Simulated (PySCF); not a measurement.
This script is equivalent to a calculation on Cl²⁺ (chlorine, charge +2).

```python
from pyscf import gto, scf, dft, mp, cc
import basis_set_exchange as bse
mol = gto.M(atom="Cl 0 0 0", charge=2, spin=3, symmetry="D2h",
            basis=gto.basis.parse(bse.get_basis("aug-cc-pV(D+d)Z", elements=["Cl"], fmt="nwchem", header=False)))
mf = scf.UHF(mol)
mf.irrep_nelec = {'Ag': (3, 3), 'B1u': (2, 1), 'B2u': (2, 1), 'B3u': (2, 1)}
mf.kernel()
```

Task: What total energy does it give?

Result: -458.21026 hartree (calculated).

Task: Which occupied shell lies highest, and where?

Result: 3p α, at -39.669 eV.

Task: What is ⟨S²⟩, and what would a pure spin state give?

Result: 3.751, against 3.75.
